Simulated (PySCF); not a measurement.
Spin states of TeN⁻

Unrestricted PBE0; basis Te def2-SVPD with ECP28, N def2-SVPD; scalar-relativistic core potentials; PySCF 2.14. Outer shells of the fragments: Te− 4d10 5s2 5p5; N 2s2 2p3.

Followed along the bond (rough minima from three points):

```tsv
2Ms+1	unpaired	⟨S²⟩ at the start	R at minimum (Å)	Te (eV)
3	π ↑↑	2.03	1.98	0.00
1	π ↑↓	1.01	1.97	0.38
```

Solutions found at the starting distance of 2.075 Å, counted from the lowest of them; the search is not exhaustive and high or unbound solutions are not listed, so other states can lie among these:

| 2Ms+1 | unpaired | term | E (eV) | ⟨S²⟩ | ⟨Lz²⟩ | μ (D) |
| --- | --- | --- | --- | --- | --- | --- |
| 3 | π ↑↑ | ³Σ⁻ | 0.00 | 2.03 | 0.00 | -2.53 |
| 1 | π ↑↓ | mixed | 0.41 | 1.01 | 2.03 | -2.78 |

A term symbol is given only where ⟨S²⟩ and ⟨Lz²⟩ are close to those of a pure state; real π, δ and φ orbitals otherwise mix terms. A positive dipole points towards N; it is taken about the centre of mass and depends on that origin.

Spin–orbit coupling is left out.
